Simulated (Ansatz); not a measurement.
`N[Si]1(F)CO1`. Total charge 0; spin multiplicity 1. The geometry is a stationary point of PBE0-D4/def2-TZVP. It is one conformer, not always the lowest.

```xyz
9

N    -1.188    0.994   -0.627
Si   -0.338   -0.088    0.330
F    -1.426   -0.840    1.204
C     1.274   -0.823    0.095
O     1.061    0.378    1.013
H    -0.742    1.706   -1.177
H    -2.183    0.943   -0.755
H     1.609   -1.696    0.651
H     1.935   -0.575   -0.733
```

(1) What is the dipole moment at B3LYP/def2-TZVPP? (Best estimate.)

(2) And with PBE, r2SCAN, ωB97M-V? (An estimate is asked.)

(3) Give the Mulliken charges with B3LYP, PBE, ωB97M-V in def2-TZVPP. (An estimate is asked.)

## Answers

(1) Computed: 2.93 D, with components (-1.13, 0.47, -2.66) D in this frame, pointing from negative to positive charge.

(2) Ansatz gave: PBE 2.81 D, r2SCAN 2.87 D, ωB97M-V 2.94 D.

(3) Computed: 
```
atom  B3LYP    PBE  ωB97M-V
  N1  -0.42  -0.40    -0.37
 Si2   0.79   0.66     0.79
  F3  -0.33  -0.28    -0.31
  C4  -0.18  -0.17    -0.23
  O5  -0.41  -0.34    -0.39
  H6   0.16   0.17     0.13
  H7   0.16   0.17     0.13
  H8   0.11   0.10     0.12
  H9   0.11   0.10     0.12
```

B3LYP here is the variant with VWN-RPA as its local correlation; programs differ in this.
